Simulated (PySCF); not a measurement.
C₄H₁₂O₃Sn, SMILES CCC[CH2][Sn]([OH])([OH])[OH]. Geometry: PBE0-D3(BJ)/def2-SVP. The isomer is the one that the SMILES or the coordinates give; other isomers of the formula were not compared. The def2 effective core potentials stand for the cores of Sn; spin–orbit coupling is left out. One conformer was computed; it need not be the lowest.

Question: Give the equilibrium geometry at PBE0-D3(BJ)/def2-SVP (PySCF confirms it by a frequency run) as a Z-matrix. (The exact figures need the calculation; the answer reports its results.)

Answer: Several could match; the one computed here: 
```
C
H 1 1.1039
H 1 1.1045 2 105.72
C 1 1.5242 2 109.82 3 118.34
H 4 1.1015 1 111.94 2 -175.69
H 4 1.1017 5 107.40 1 123.22
C 1 1.5248 2 109.37 3 -117.31
H 7 1.1043 1 109.06 2 -179.79
H 7 1.1044 8 105.77 1 -117.06
C 7 1.5201 8 109.84 9 -118.46
H 10 1.1003 7 111.58 8 58.10
H 10 1.1017 11 107.63 7 -122.29
H 10 1.1018 11 107.59 12 -115.41
Sn 4 2.1296 5 106.87 6 114.05
O 14 1.9826 4 114.51 5 -74.88
H 15 0.9651 14 110.09 4 128.87
O 14 1.9836 15 106.16 16 3.67
H 17 0.9652 14 109.91 15 -106.66
O 14 1.9844 15 105.90 16 -107.92
H 19 0.9650 14 110.30 15 2.17
```
Charge 0, spin multiplicity 1.
